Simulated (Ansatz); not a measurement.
Calculated with Ansatz (gas phase, PBE0-D4/def2-TZVP geometries, no zero-point term in ΔE). CCSD(T)/CBS is the MP2 limit (def2-TZVPP, def2-QZVPP) plus CCSD(T) − MP2 in def2-TZVPP, frozen cores. This one scheme is used for every species. Functionals use def2-TZVPP. Each species was taken in one conformer, which may not be the lowest.

`C[SiH](N)O` → CH₃OH + `N[SiH]`  (silylene formation by 1,1-elimination)

Question: Is it downhill or uphill in electronic energy at CCSD(T)/CBS, and by how much? (Best estimate.)

Answer: Computed: Uphill: ΔE = +3.83 eV.

Question: What do these levels give: r2SCAN0-D4, CAM-B3LYP-D4, ωB97X-V, PBE, PBE0, r2SCANh, BHLYP, CAM-B3LYP, SCS-MP2/def2-TZVPP, MP2/def2-QZVPP, MP2/CBS(def2), CCSD/CBS(def2)? (Best estimate.)

Answer: The calculation gave: r2SCAN0-D4 4.03, CAM-B3LYP-D4 3.81, ωB97X-V 3.84, PBE 3.53, PBE0 3.73, r2SCANh 3.96, BHLYP 3.77, CAM-B3LYP 3.72, SCS-MP2/def2-TZVPP 3.82, MP2/def2-QZVPP 4.05, MP2/CBS(def2) 4.08, CCSD/CBS(def2) 3.83 eV.

Question: What do rigid-rotor, harmonic-oscillator terms from PBE0-D4/def2-TZVP frequencies (298.15 K, 1 bar) make of the CCSD(T)/CBS value? (Best estimate.)

Answer: The calculation gave: ΔZPE = -0.03 eV, ΔH = +3.83 eV, ΔS = 154 J/(mol·K), ΔG = +3.35 eV.

Largest T1 diagnostic among the species: 0.015.

From r2SCAN to r2SCAN0 (25 % exact exchange), in def2-TZVPP and without D4, ΔE moves by +0.07 eV. At CCSD(T), def2-SVP lies −0.54 eV from the extrapolated value and def2-TZVPP −0.09 eV.
